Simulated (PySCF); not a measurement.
## SeI: mean field, correlation and small terms against distance

State: ²Π, doublet, unpaired electrons π ↑. ROHF-based CCSD(T) in PySCF 2.14 with Se cc-pVTZ-PP with ECP10, I cc-pVTZ-PP with ECP28 and Se cc-pVQZ-PP with ECP10, I cc-pVQZ-PP with ECP28 (frozen core orbitals: 18; scalar-relativistic core potentials). Correlation energies are extrapolated as n⁻³ (n = 3, 4), Hartree–Fock as (n+1)·exp(−9√n). All energies in eV from Se + I.

```json
{"R (Å)": "2.1650", "HF/CBS": "0.181", "CCSD corr.": "-1.294", "(T)": "-0.1786", "total": "-1.291"}
{"R (Å)": "2.2634", "HF/CBS": "-0.415", "CCSD corr.": "-1.261", "(T)": "-0.1826", "total": "-1.858"}
{"R (Å)": "2.3618", "HF/CBS": "-0.718", "CCSD corr.": "-1.229", "(T)": "-0.1861", "total": "-2.133"}
{"R (Å)": "2.4602", "HF/CBS": "-0.817", "CCSD corr.": "-1.202", "(T)": "-0.1897", "total": "-2.209"}
{"R (Å)": "2.5586", "HF/CBS": "-0.775", "CCSD corr.": "-1.184", "(T)": "-0.1941", "total": "-2.154"}
{"R (Å)": "2.6817", "HF/CBS": "-0.592", "CCSD corr.": "-1.177", "(T)": "-0.2018", "total": "-1.971"}
{"R (Å)": "2.8047", "HF/CBS": "-0.320", "CCSD corr.": "-1.187", "(T)": "-0.2131", "total": "-1.720"}
```

A fit to the total gives Re = 2.4611 Å, De = 2.209 eV, ωe = 272.1 cm⁻¹, Be = 0.05676 cm⁻¹ (masses 79.9165 and 126.9045 u).

Task: At R = 2.4602 Å the CCSD correlation energy is -0.295789 hartree in the smaller basis and -0.324972 in the larger. Extrapolate it.

Result: (4³·E4 − 3³·E3)/(4³ − 3³) = -0.34627 hartree; the larger basis holds 93.8 % of it.

The T1 diagnostic is 0.030. The state was picked by a PBE0 search and need not be the measured ground state. Spin–orbit coupling, excitations beyond (T) and corrections to the Born–Oppenheimer picture are left out, and spin–orbit coupling matters for open p, d or f shells this heavy.
